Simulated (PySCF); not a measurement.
# Structure from NMR data

Molecular formula: C$_{7}$H$_{13}$NOSi. Simulated spectra:

$^{1}$H NMR (500 MHz, computed): δ 10.11 (s, 1H), 4.16 (s, 3H), 1.40 (s, 9H).

$^{13}$C{$^{1}$H} NMR (computed): δ 203.3 (CH), 124.3 (C), 53.3 (C), 37.5 (C), 29.5 (CH3).

Level of theory: coordinates at the GFN2-xTB level, σ from GIAO-PBE0/pcSseg-1, in PySCF (no solvent model, non-relativistic, equivalent nuclei averaged, a single conformation).

Scale: $^{1}$H (31.72 ppm), $^{13}$C (186.93 ppm) vs TMS (reference shieldings calculated alike).

Question: What is the structure?

Answer: 
- Rings plus π bonds: 3 (no ring in the answer).
- 5 carbon signals for 7 carbons: some carbons are equivalent by symmetry or fast rotation.
- Carbon types of the structure: 3 × C, 1 × CH, 3 × CH3, leaving 3 H on heteroatoms.
- δC 203.3: aldehyde carbonyl carbon; low-lying n→π* states of the double bond to the heteroatom give a large paramagnetic term (-262 ppm).
- δC 124.3: nitrile carbon; typical of a nitrile.
- δC 53.3: fully substituted sp3 carbon bonded to Si, α to a carbonyl; the adjacent C=O deshields it moderately.
- δC 37.5: quaternary sp3 carbon; a saturated carbon with 4 carbon neighbours and no heteroatom attached.
- δC 29.5: methyl carbon; saturated and bonded to C and H only.
- δH 10.11: hydrogen on an aldehyde carbonyl carbon; deshielded by the polar, anisotropic C=O bond.
- δH 1.40: hydrogen on a methyl carbon; far from electronegative atoms and π systems.

Structure: `CC(C)(C)[C@]([SiH3])(C#N)C=O`.

This is the structure that produced the data.

Shifts are as computed. Against solution values, carbons near 30 ppm lie about +3 ppm off and those near 130 ppm about +5 ppm. Of 1309 compounds with measured shifts, 239 miss one by over three times the rms of a fit or turn the order of signals round; such compounds aren't used in these exercises. Multiplicities follow the n + 1 count of equivalent neighbours, as no J values were calculated; m marks all less simple cases, F and P coupling included.
